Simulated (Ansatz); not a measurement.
Species: H₂BO₂, charge 0, doublet. H2BO2 (SMILES [O]BO, doublet).
B3LYP-D3(BJ)/def2-TZVP minimum from Ansatz (an electronic-structure program):
```
B
O 1 1.3262
O 1 1.3589 2 126.37
H 3 0.9614 1 113.47 2 180.00
H 1 1.2144 2 109.62 3 180.00
```
Charge 0, spin multiplicity 2.

Total energies in aug-cc-pVDZ, 17 correlated electrons, 3 frozen orbitals. Radicals and triplets start from unrestricted determinants; spin-orbit coupling is neglected. Cores are frozen in correlated methods. No relativity.

```
method    program  energy (Eh)  minus CCSDT(Q) (mEh)
--------  -------  -----------  --------------------
HF         Ansatz   -175.65019                475.99
MP2        Ansatz   -176.08325                 42.93
CCSD       Ansatz   -176.11098                 15.21
CCSD(T)    Ansatz   -176.12402                  2.16
CCSDT(Q)   Ansatz   -176.12619                  0.00
```

Rough core times of Ansatz's runs on a shared machine: CCSD(T) 20 s, CCSDT(Q) 30 min.
